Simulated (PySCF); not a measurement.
O2Se, SMILES O=[Se]=O.

The structure is a stationary point at ωB97X-D3(BJ)/def2-TZVP.

Two levels are set side by side: TDA-PBE/def2-SVPD (PySCF) and ADC(2)/aug-cc-pVDZ (PySCF). Vertical, same geometry; the bases differ. Differences are taken from unrounded values.

| quantity | ADC(2) |
|---|---|
| lowest singlet excitation (eV) | 3.06 |

**Question.** What does TDA-PBE give, and how far is it from ADC(2)? (An estimate is asked for; the answer gives what the named calculation found.)

**Answer.** 
```
quantity                        TDA-PBE  TDA-PBE minus ADC(2)
------------------------------  -------  --------------------
lowest singlet excitation (eV)     3.26                  0.21
```

Rough cost on one machine, each run with all the roots and properties that it gave: ADC(2) against TDA-PBE about 20 times.
